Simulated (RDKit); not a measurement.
Internal rotation in SMILES CSCC[Si](C)(C)C (C6H16SSi). Scanned: dihedral C1–S2–C3–C4 and dihedral S2–C3–C4–Si5; all other coordinates were relaxed at GFN2-xTB. Points at φ and −φ are mirror images. Heavy atoms are numbered in the order of the SMILES CSCC[Si](C)(C)C, hydrogens after them in the order of the atoms that carry them; the mirror image has the same energies with the sign of each dihedral reversed.

Method: UFF // GFN2-xTB in RDKit.

Energy in kcal/mol above the lowest grid point; x is the dihedral C1–S2–C3–C4 (°), y the dihedral S2–C3–C4–Si5 (°).

```
y \ x  -150  -120   -90   -60   -30     0    30    60    90   120   150   180
-----  ----  ----  ----  ----  ----  ----  ----  ----  ----  ----  ----  ----
180     1.3   2.6   1.4   2.4   6.2   8.4   6.2   2.4   1.4   2.6   1.3   0.0
150     3.5   4.6   3.0   5.0  10.9  12.2   8.0   3.4   3.5   4.7   3.5   2.2
120     5.5   6.6   6.2   6.8  12.2  16.5  12.7   6.5   5.6   7.0   5.7   4.4
90      2.9   4.9   8.2  12.6  13.5  13.9  10.2   5.6   3.7   5.0   3.8   2.5
60      3.2   4.9  10.5  22.2  27.4  21.4  11.4   3.6   3.4   4.8   3.5   2.2
30      9.0  10.7  14.7  25.8  39.8  38.9  25.9  13.7   8.4  10.2   8.9   7.6
0      12.7  13.9  14.3  23.8  39.0  47.7  39.0  23.8  14.3  13.9  12.7  11.1
-30     8.9  10.2   8.4  13.7  25.9  38.9  39.8  25.8  14.7  10.7   9.0   7.6
-60     3.5   4.8   3.4   3.6  11.4  21.4  27.4  22.2  10.5   4.9   3.2   2.2
-90     3.8   5.0   3.7   5.6  10.2  13.9  13.5  12.6   8.2   4.9   2.9   2.5
-120    5.7   7.0   5.6   6.5  12.7  16.5  12.2   6.8   6.2   6.6   5.5   4.4
-150    3.5   4.7   3.5   3.4   8.0  12.2  10.9   5.0   3.0   4.6   3.5   2.2
```

The six lowest points that lie below all their neighbours on the grid: x = 180, y = 180 (0.0 kcal/mol); x = -90, y = 180 (1.4 kcal/mol); x = 90, y = 180 (1.4 kcal/mol); x = 180, y = -60 (2.2 kcal/mol); x = 180, y = 60 (2.2 kcal/mol); x = -90, y = -60 (3.4 kcal/mol). The lowest path on the grid from the first to the second passes x = -120, y = 180 at 2.6 kcal/mol.
